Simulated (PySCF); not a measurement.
## Structure from NMR data

The spectra below were simulated for a compound C6H5FSi.

¹H NMR (600 MHz, computed): δ 6.68 (m, 1H), 5.29 (m, 2H), 3.69 (d, 1H), 3.60 (s, 1H).

¹³C{¹H} NMR (computed): δ 141.8 (CH), 136.1 (C), 104.0 (CH), 103.1 (CH), 85.4 (C), 83.9 (C).

PySCF 2.14 calculation with GIAO PBE0/pcSseg-1 shieldings and GFN2-xTB geometry; non-relativistic Hamiltonian, fast rotation and ring inversion assumed for equivalent nuclei, isolated molecule, one conformer.

Scale: ¹H, ¹³C against TMS (reference shieldings calculated alike).

Problem. Choose the structure that fits.
A. C#C[C@@H]1[C@@H](F)[Si@H]1C#C
B. C#CC1=C(F)[SiH2]C=C1
C. C#C/C=C(\C#C)[SiH2]F
D. C#CC1=C[SiH2]C=C1F
E. C#CC1=CC=C(F)[SiH2]1
F. C#CC1=CC=C[Si@H]1F

Solution. C. 

The formula gives 5 degrees of unsaturation (no ring in the answer). 6 carbon signals for 6 carbons: no two carbons are equivalent. Carbon types of the structure: 3 × C, 3 × CH, leaving 2 H on heteroatoms. δC 141.8: alkene CH; the olefinic region. δC 136.1: fully substituted alkene carbon; an sp2 carbon of a C=C bond. δC 104.0, 103.1: terminal alkyne carbon; the triple bond shields along its axis, which puts it between sp3 and sp2 carbons. δC 85.4, 83.9: alkyne carbon; sp carbons lie upfield of alkene carbons because the cylindrical π system leaves one tensor component strongly shielded. δH 6.68: hydrogen on an alkene CH; olefinic region.

The others: C#CC1=CC=C(F)[SiH2]1 has carbons computed at 186.1, 161.7, 132.2, 117.4, 93.6, 87.6; C#CC1=C(F)[SiH2]C=C1 has carbons computed at 194.8, 158.3, 124.5, 120.5, 96.9, 80.8; C#CC1=CC=C[Si@H]1F would give 5 signals for carbon-bound and other non-exchanging H, not 4; C#C[C@@H]1[C@@H](F)[Si@H]1C#C would give 5 signals for carbon-bound and other non-exchanging H, not 4; C#CC1=C[SiH2]C=C1F has carbons computed at 178.1, 146.5, 143.8, 99.7, 95.1, 82.5.

Splittings by ¹⁹F in the carbon and heteronuclear signals aren't shown, as no couplings were computed. Shifts are as computed. Against solution values, carbons near 30 ppm lie about +3 ppm off and those near 130 ppm about +5 ppm. Of 1211 compounds with measured shifts, 218 miss one by over three times the rms of a fit or turn the order of signals round; such compounds aren't used in these exercises. Multiplicities follow the n + 1 count of equivalent neighbours, as no J values were calculated; m marks all less simple cases, F and P coupling included.
